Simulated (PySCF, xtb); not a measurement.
C4H6ClF, SMILES C[C@@H](F)/C=C\Cl. One conformer was computed; it need not be the lowest.

Harmonic wavenumbers (cm⁻¹) from GFN2-xTB in xtb 6.7.1 at its own minimum, in rising order: 47, 134, 197, 232, 364, 390, 499, 591, 728, 755, 862, 894, 949, 1071, 1087, 1125, 1184, 1239, 1271, 1303, 1391, 1470, 1482, 1681, 2903, 3047, 3050, 3063, 3083, 3097.

Q: What does TPSSh-D3(BJ)/def2-SVP (PySCF) give at its own minimum? (Estimate from the structure and the level; the computed values follow.)

A: 44, 143, 237, 254, 370, 411, 524, 613, 723, 739, 879, 937, 956, 1089, 1112, 1146, 1201, 1304, 1351, 1374, 1397, 1477, 1486, 1699, 3043, 3055, 3139, 3142, 3177, 3228. Paired by order, the mean absolute difference is 37 cm⁻¹ and the zero-point energies are 56.0 and 57.5 kcal/mol.
